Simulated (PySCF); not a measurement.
Species: C4H3IS.
Structure used (PBE0-D3(BJ)/def2-SVP), in Å, numbered top down from 1:
```xyz
9
C4H3IS angstrom
S      3.461   -0.681   -0.664
C      2.077   -0.206   -0.140
C      0.899    0.199    0.309
C     -0.374   -0.190   -0.265
C     -1.552    0.242    0.213
I     -3.384   -0.308   -0.605
H      0.913    0.875    1.174
H     -0.347   -0.865   -1.125
H     -1.637    0.916    1.069
```

Method used: PBE0-D3(BJ)/def2-SVP geometry optimisation, gas phase, def2 core potentials past Kr in PySCF 2.14.0.

Take the most abundant isotopes and a rigid rotor. The values belong to one conformer with, in the numbering `[S:1]=[C:2]=[CH:3]/[CH:4]=[CH:5]/[I:6]`, C2–C3–C4–C5 180°.

(1) Give the principal moments of inertia and the rotational constants in MHz.

(2) What kind of rotor is it?

(3) What does the inertial defect say?

(4) Where do the levels up to J = 5 lie, in K?

(5) Predict some low-J microwave lines.

(6) Estimate the classical rotational partition function at 10 K, 200 K and 500 K.

Answers

(1) Ia = 36.07, Ib = 1484.25, Ic = 1520.33 u·Å²; 505379 MHz·u·Å²/I gives A = 14010, B = 340.5, C = 332.4 MHz.

(2) A near-prolate asymmetric top. Ray's parameter κ = (2B − A − C)/(A − C) = -0.999; −1 is the prolate and +1 the oblate limit.

(3) Planar: Δ = Ic − Ia − Ib = 0.00 u·Å². For a rigid frame Δ = −2 Σ m c², so it vanishes when all atoms lie in the ab plane; here none is more than 0.01 Å from it.

(4) Above 0(0,0), as E/k:
J = 1: 1(0,1) 0.032, 1(1,1) 0.688, 1(1,0) 0.689
J = 2: 2(0,2) 0.097, 2(1,2) 0.753, 2(1,1) 0.754, 2(2,1) 2.722, 2(2,0) 2.722
J = 3: 3(0,3) 0.194, 3(1,3) 0.849, 3(1,2) 0.851, 3(2,2) 2.819, 3(2,1) 2.819, 3(3,1) 6.100, 3(3,0) 6.100
J = 4: 4(0,4) 0.323, 4(1,4) 0.977, 4(1,3) 0.981, 4(2,3) 2.948, 4(2,2) 2.948, 4(3,2) 6.229, 4(3,1) 6.229, 4(4,1) 10.822, 4(4,0) 10.822
J = 5: 5(0,5) 0.484, 5(1,5) 1.138, 5(1,4) 1.144, 5(2,4) 3.109, 5(2,3) 3.109, 5(3,3) 6.390, 5(3,2) 6.390, 5(4,2) 10.984, 5(4,1) 10.984, 5(5,1) 16.890, 5(5,0) 16.890

(5) The dipole components are |μa| = 0.88 D, |μb| = 0.70 D, |μc| = 0.00 D; the mirror of this Cs structure is the ab plane, so μc vanishes by symmetry and there are no c-type lines. Intensities carry the squares of the components, which stand as 1.00 : 0.62 (a : b). Some lines, for components of 0.1 D or more:

```json
{"type": "a", "branch": "R", "J(Ka,Kc)": "1(0,1) ← 0(0,0)", "MHz": "673", "lower level (cm⁻¹)": "0.000"}
{"type": "a", "branch": "R", "J(Ka,Kc)": "2(1,2) ← 1(1,1)", "MHz": "1338", "lower level (cm⁻¹)": "0.478"}
{"type": "a", "branch": "R", "J(Ka,Kc)": "2(0,2) ← 1(0,1)", "MHz": "1346", "lower level (cm⁻¹)": "0.022"}
{"type": "a", "branch": "R", "J(Ka,Kc)": "2(1,1) ← 1(1,0)", "MHz": "1354", "lower level (cm⁻¹)": "0.479"}
{"type": "b", "branch": "Q", "J(Ka,Kc)": "1(1,0) ← 1(0,1)", "MHz": "13677", "lower level (cm⁻¹)": "0.022"}
{"type": "b", "branch": "Q", "J(Ka,Kc)": "2(1,1) ← 2(0,2)", "MHz": "13685", "lower level (cm⁻¹)": "0.067"}
{"type": "b", "branch": "R", "J(Ka,Kc)": "1(1,1) ← 0(0,0)", "MHz": "14342", "lower level (cm⁻¹)": "0.000"}
{"type": "b", "branch": "R", "J(Ka,Kc)": "2(1,2) ← 1(0,1)", "MHz": "15007", "lower level (cm⁻¹)": "0.022"}
{"type": "b", "branch": "Q", "J(Ka,Kc)": "2(2,0) ← 2(1,1)", "MHz": "41008", "lower level (cm⁻¹)": "0.524"}
{"type": "b", "branch": "Q", "J(Ka,Kc)": "2(2,1) ← 2(1,2)", "MHz": "41032", "lower level (cm⁻¹)": "0.523"}
{"type": "b", "branch": "R", "J(Ka,Kc)": "2(2,1) ← 1(1,0)", "MHz": "42362", "lower level (cm⁻¹)": "0.479"}
{"type": "b", "branch": "R", "J(Ka,Kc)": "2(2,0) ← 1(1,1)", "MHz": "42370", "lower level (cm⁻¹)": "0.478"}
```

(6) Point group Cs, symmetry number σ = 1; q = (√π/σ)·√((kT/h)³/(ABC)), k/h = 20836.6 MHz/K: 4230 at 10 K, 379000 at 200 K, 1500000 at 500 K.

PBE0-D3(BJ)/def2-SVP frequencies: not computed here. Zero-point vibration and centrifugal distortion are left out. Quadrupole hyperfine structure (127I) is left out.

Hardware: Arm Neoverse V1, one thread, no GPU, shared host with 64 logical CPUs at a one-minute load of 24. Cost: 50 s, 0.50 GiB resident at most. These figures are those of the optimisation.
